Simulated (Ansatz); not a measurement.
CH$_{6}$NSbSi, SMILES `C[N]1[SiH2][SbH]1`. The species carries charge 0 and has multiplicity 1. Sb: def2 effective core potential. All single points use the PBE0-D4/def2-TZVP geometry.

```xyz
10

C    -1.096    0.577    0.792
N    -0.036   -0.328    0.436
Si    1.514   -0.198   -0.243
Sb   -0.131   -1.964   -0.882
H    -1.466    1.166   -0.058
H    -1.944    0.030    1.214
H    -0.745    1.279    1.556
H     1.802    0.916   -1.189
H     2.671   -0.433    0.658
H    -0.569   -1.045   -2.282
```

Problem. What is the dipole moment at ωB97M-V/def2-TZVPP? (Best estimate.)

Solution. Ansatz gave: 0.34 D, with components (-0.09, 0.33, 0.00) D in this frame, pointing from negative to positive charge.

Problem. And with PBE, r2SCAN, B3LYP? (Estimate.)

Solution. Computed: PBE 0.44 D, r2SCAN 0.46 D, B3LYP 0.31 D.

Problem. Give the Mulliken charges with ωB97M-V, r2SCAN, PBE in def2-TZVPP. (Estimate.)

Solution. The calculation gave: 
| atom | ωB97M-V | r2SCAN | PBE |
| --- | --- | --- | --- |
| C1 | -0.23 | -0.03 | -0.17 |
| N2 | -0.45 | -0.47 | -0.36 |
| Si3 | 0.20 | 0.28 | 0.17 |
| Sb4 | 0.29 | 0.35 | 0.32 |
| H5 | 0.12 | 0.06 | 0.09 |
| H6 | 0.12 | 0.05 | 0.09 |
| H7 | 0.11 | 0.05 | 0.09 |
| H8 | -0.03 | -0.08 | -0.07 |
| H9 | -0.03 | -0.08 | -0.06 |
| H10 | -0.09 | -0.13 | -0.11 |

B3LYP here is the variant with VWN-RPA as its local correlation; programs differ in this.
